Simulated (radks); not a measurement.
Ru2+, configuration [Kr] 4d3 5s1.5 5p1.5 (fractional occupations, a model configuration).

Method: non-relativistic Kohn-Sham, r2SCAN, spin-polarised, spherical densities, point nucleus; open shells are filled with parallel spins first (spin-orbit coupling, left out, can overturn this in heavy ions); meta-GGA in the generalised Kohn-Sham scheme; relativity is left out, which matters for an element this heavy; computed with a radial shooting solver on a logarithmic mesh with Libxc functionals.

Energy parts (hartree):
total: -4441.43288
kinetic: 4439.52873
electron-nucleus: -10518.20842
Hartree: 1767.10426
exchange-correlation: -129.85745

Orbitals (lengths in bohr, moments of r in powers of bohr):
| orbital | occ. | eigenvalue (hartree) | <r> |
|---|---|---|---|
| 1s up | 1 | -786.9524 | 0.03464 |
| 1s down | 1 | -786.9499 | 0.03464 |
| 2s up | 1 | -112.8082 | 0.1508 |
| 2s down | 1 | -112.7759 | 0.1508 |
| 2p up | 3 | -104.3684 | 0.1292 |
| 2p down | 3 | -104.3438 | 0.1292 |
| 3s up | 1 | -21.15642 | 0.4136 |
| 3s down | 1 | -21.14635 | 0.4136 |
| 3p up | 3 | -17.82668 | 0.4075 |
| 3p down | 3 | -17.81176 | 0.4075 |
| 3d up | 5 | -11.73809 | 0.3833 |
| 3d down | 5 | -11.71047 | 0.3833 |
| 4s up | 1 | -4.09650 | 1.028 |
| 4s down | 1 | -3.95890 | 1.025 |
| 4p up | 3 | -3.07182 | 1.101 |
| 4p down | 3 | -2.92945 | 1.097 |
| 4d up | 3 | -1.43245 | 1.356 |
| 4d down | 0 | -1.28141 | 1.355 |
| 5s up | 1 | -0.93791 | 2.541 |
| 5s down | 0.5 | -0.80851 | 2.631 |
| 5p up | 1.5 | -0.69171 | 2.869 |
| 5p down | 0 | -0.57993 | 2.969 |

The highest occupied level is 5p up at -18.822 eV. The configuration is held as typed, so some empty levels lie below it. Summed over all electrons, <r^2> = 45.48 bohr^2, which gives a Langevin (diamagnetic) susceptibility term of -36 x 10^-6 cm^3/mol. The electron density at the nucleus is 5.957e+04 e/bohr^3. The density falls to 0.001 e/bohr^3 at r = 4.37 bohr. Virial ratio -V/T = 2.00043.
